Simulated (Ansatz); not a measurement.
Coupled-cluster diagnostics for the cluster Na4O2, Ansatz.

Geometry of the singlet (r2SCAN-D4/def2-SVP):

```xyz
6

Na   -0.2102   -2.5640   -2.6500
Na    0.2216    2.5667    2.6465
Na    0.4643   -0.8995    0.8335
Na   -0.4709    0.8980   -0.8315
O    -0.1049   -1.1748   -1.2093
O     0.1002    1.1736    1.2108
```

Correlated methods freeze 6 core orbitals; core or outer-core shells of Na are correlated, in sets that lack core-valence functions. The structure comes from a short search, and lower isomers may exist.

(1) Estimate the CCSD(T) correlation energy, the shares of MP2 and (T), T1 and the reference's ⟨S²⟩ for: charge 0, singlet, own geometry in def2-SVP; charge 1, doublet, vertical in def2-SVP; and the rough time on 2 threads of Arm Neoverse V1 on a shared host.

Results:

(1) 
| state | basis | correlation (eV) | MP2 share (%) | (T) share (%) | T1 | ⟨S²⟩ (pure) | wall time | remarks |
| --- | --- | --- | --- | --- | --- | --- | --- | --- |
| charge 0, singlet, own geometry | def2-SVP | -13.172 | 99.9 | 4.6 | 0.031 | 0.00 (0.00) | 15 s | large T1 |
| charge 1, doublet, vertical | def2-SVP | -10.993 | 96.3 | 2.9 | 0.023 | 0.76 (0.75) | 64 s | – |
Customary marks for T1 are 0.02 (closed shells), 0.045 (open shells) and about 0.05 (3d metals). T1 exceeds 0.02 in 2 of 2 rows and 0.045 in 0; the higher it lies, the less the single-reference result can be trusted.
